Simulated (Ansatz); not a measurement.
One change: `COB(C)[SeH]` becomes `BB(C)OC`.

Ansatz, PBE0-D4/def2-TZVP geometries, multiplicity 1. Each molecule was computed in one conformer, which needn't be the lowest.

Scalar relativity is left out up to krypton.

| property | `COB(C)[SeH]` |
| --- | --- |
| HOMO–LUMO gap (PBE0/def2-TZVPP) / eV | 7.38 |
| size of the dipole moment (B3LYP/def2-TZVPP) / D | 0.48 |
| size of the dipole moment (PBE/def2-TZVPP) / D | 0.49 |
| LUMO energy (PBE0/def2-TZVPP) / eV | 0.26 |
| size of the dipole moment (ωB97M-V/def2-TZVPP) / D | 0.49 |
| LUMO energy (B3LYP/def2-TZVPP) / eV | 0.04 |

(1) Give the same properties after the change, and the shifts. (An estimate is asked.)

Answers

(1) Computed: 
```json
{"property": "HOMO–LUMO gap (PBE0/def2-TZVPP) / eV", "`BB(C)OC`": "5.79", "shift": "-1.59"}
{"property": "size of the dipole moment (B3LYP/def2-TZVPP) / D", "`BB(C)OC`": "1.03", "shift": "0.55"}
{"property": "size of the dipole moment (PBE/def2-TZVPP) / D", "`BB(C)OC`": "0.97", "shift": "0.48"}
{"property": "LUMO energy (PBE0/def2-TZVPP) / eV", "`BB(C)OC`": "-1.76", "shift": "-2.02"}
{"property": "size of the dipole moment (ωB97M-V/def2-TZVPP) / D", "`BB(C)OC`": "1.05", "shift": "0.56"}
{"property": "LUMO energy (B3LYP/def2-TZVPP) / eV", "`BB(C)OC`": "-1.97", "shift": "-2.01"}
```

With PBE0 the HOMO falls by 0.43 eV and the LUMO falls by 2.02 eV, so the gap narrows by about 1.59 eV. PBE moves the HOMO by -0.22 eV and ωB97M-V by -0.55 eV. Dipoles are sizes alone; their direction can turn.

B3LYP here is the variant with VWN-RPA as its local correlation; programs differ in this.

Spin–orbit coupling is left out; it splits and shifts lone-pair levels of the heavy atoms by tenths of an eV.
